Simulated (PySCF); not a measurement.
Geometry (Å), atoms numbered from 1 in this order:
```xyz
31

C     4.3553    1.5373   -0.1339
C     3.9736    0.1081   -0.4808
C     3.4589   -0.6772    0.7158
C     3.0747   -2.1170    0.4218
S     1.8164   -2.3632   -0.8980
Si    0.1583   -1.3342   -0.0662
Cl   -0.1738   -1.9026    1.9126
S    -1.4731   -1.8988   -1.3011
C    -2.8810   -1.2730   -0.3049
C    -2.9677    0.2375   -0.1958
C    -4.2236    0.6977    0.5340
C    -4.3071    2.2089    0.6743
H     4.7212    2.0827   -1.0167
H     5.1489    1.5702    0.6301
H     3.4919    2.0939    0.2654
H     4.8424   -0.4205   -0.9121
H     3.2018    0.1036   -1.2683
H     2.5994   -0.1503    1.1680
H     4.2318   -0.7010    1.5054
H     3.9411   -2.6878    0.0519
H     2.7080   -2.6218    1.3275
H     0.3634    0.1367    0.0181
H    -3.7650   -1.6806   -0.8196
H    -2.8350   -1.7468    0.6880
H    -2.0799    0.6230    0.3356
H    -2.9324    0.6778   -1.2068
H    -4.2556    0.2281    1.5329
H    -5.1130    0.3231   -0.0030
H    -3.4480    2.6048    1.2395
H    -4.3076    2.7017   -0.3110
H    -5.2224    2.5167    1.2017
```

Geometry: PBE0-D3(BJ)/def2-SVP; GIAO shifts from PySCF, gas phase, non-relativistic, averaged over equivalent atoms.

At PBE0/pcSseg-1 (327 basis functions):
```
                  atoms  δ (ppm)
                 C3/C10     35.3
                  C4/C9     33.6
                 C2/C11     24.4
                 C1/C12     15.9
                  S5/S8   -104.0
                    Si6     28.1
                    Cl7     39.0
                    H22     6.45
                H21/H24     2.94
                H20/H23     2.41
                H17/H28     1.51
                H19/H25     1.38
                H18/H26     1.28
                H16/H27     1.01
H13/H14/H15/H29/H30/H31     0.99
```

Scale: 13C (184.41 ppm) and 29Si (351.99 ppm) and 1H (31.27 ppm) vs TMS; CS2 for 33S (495.66 ppm); 35Cl (943.27 ppm) against HCl (reference shieldings calculated alike).

Estimate the result of repeating the calculation with HF/pcSseg-1.

Results:


```csv
atoms,δ at HF/pcSseg-1,change
C3/C10,31.3,-4.0
C4/C9,27.6,-6.0
C2/C11,21.5,-2.9
C1/C12,15.6,-0.3
S5/S8,-160.7,-56.7
Si6,20.2,-7.9
Cl7,-15.9,-54.9
H22,5.45,-1.00
H21/H24,2.63,-0.31
H20/H23,2.20,-0.21
H17/H28,1.34,-0.17
H19/H25,1.17,-0.21
H18/H26,1.08,-0.20
H16/H27,0.88,-0.13
H13/H14/H15/H29/H30/H31,1.02,+0.03
```

Referencing at the same level of theory: 13C (σ = 190.85 ppm) and 29Si (σ = 393.43 ppm) and 1H (σ = 31.69 ppm) against TMS; 33S (σ = 513.52 ppm) vs CS2; 35Cl (σ = 955.90 ppm) vs HCl.

The largest change is at S5/S8 (sulfur bonded to C, Si). Cost: 327 basis functions, 47 s wall time (98 s CPU) on 2 threads of an Intel Xeon Platinum 8488C, shared host. The order of the carbon signals is the same at both levels.
